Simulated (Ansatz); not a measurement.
Species: C$_{4}$H$_{12}$Mo, charge 0, multiplicity 3. The spin state was set by rule; other spins were not relaxed. 
Coordinates optimised at B3LYP-D3(BJ)/def2-TZVP (Ansatz, a program for electronic structure):
```
Mo
C 1 2.1043
H 2 1.0962 1 110.51
H 2 1.0962 3 108.41 1 121.25
H 2 1.0962 3 108.41 4 117.50
C 1 2.1043 2 109.47 3 -60.00
H 6 1.0962 1 110.51 2 60.00
H 6 1.0962 7 108.41 1 121.25
H 6 1.0962 7 108.41 8 117.50
C 1 2.1043 2 109.47 3 60.00
H 10 1.0962 1 110.51 2 -60.00
H 10 1.0962 11 108.41 1 121.25
H 10 1.0962 11 108.41 12 117.50
C 1 2.1043 2 109.47 3 180.00
H 14 1.0962 1 110.51 2 -60.00
H 14 1.0962 15 108.41 1 -121.25
H 14 1.0962 15 108.41 16 -117.50
```
Charge 0, spin multiplicity 3.

Total electronic energies in hartree. Valence correlation only, unless marked. Open shells are spin-unrestricted. Spin-orbit coupling is left out. Frozen are the shells of the preceding noble gas and the d and f shells that filled before the atom's block. In def2 rows, elements after Kr have scalar-relativistic effective core potentials. STO-3G rows are all-electron and non-relativistic. CBS marks a two-point X^-3 extrapolation of the correlation energy; Hartree-Fock from the larger set. [CCSD(T)-MP2]/basis is that difference in the basis named.

| level | program | energy (Eh) |
|---|---|---|
| HF/STO-3G | Ansatz | -4092.58259 |
| HF/def2-TZVPP | Ansatz | -226.00818 |
| HF/def2-QZVPP | Ansatz | -226.02016 |
| RI-HF/def2-QZVPP | Ansatz | -226.02014 |
| PBE/def2-TZVPD | Ansatz | -227.66601 |
| PBE-D3(BJ)/def2-TZVPD | Ansatz + dftd3 | -227.68078 |
| B97M-V/def2-TZVPD | Ansatz | -227.88347 |
| PBE0/STO-3G | Ansatz | -4095.05721 |
| PBE0/def2-QZVPP | Ansatz | -227.67394 |
| BHLYP/def2-TZVPD | Ansatz | -227.63821 |
| HSE06-D3(BJ)/def2-TZVPD | Ansatz + dftd3 | -227.65505 |
| CAM-B3LYP-D3(BJ)/def2-TZVPD | Ansatz + dftd3 | -227.73019 |
| CAM-B3LYP-D4/def2-TZVPD | Ansatz + dftd4 | -227.72927 |
| CAM-B3LYP/def2-TZVPD | Ansatz | -227.71730 |
| LC-wPBE/def2-TZVPD | Ansatz | -227.78064 |
| PBE-QIDH/def2-TZVPD | Ansatz | -227.44441 |
| MP2/def2-SVP | Ansatz | -226.56326 |
| RI-MP2/def2-TZVPP | Ansatz | -226.94685 |
| RI-MP2/CBS(def2-TZVPP,def2-QZVPP) | Ansatz | -227.0514 |
| SCS-MP2/STO-3G | Ansatz | -4092.88966 |
| SCS-MP2/def2-TZVPP | Ansatz | -226.93959 |
| CCSD(T)/def2-TZVPP | Ansatz | -227.04965 |
| RI-MP2/CBS(def2-TZVPP,def2-QZVPP)+[CCSD(T)-MP2]/def2-TZVPP | Ansatz | -227.1540 |

Totals of different functionals don't rank their quality; only differences between species are comparable.
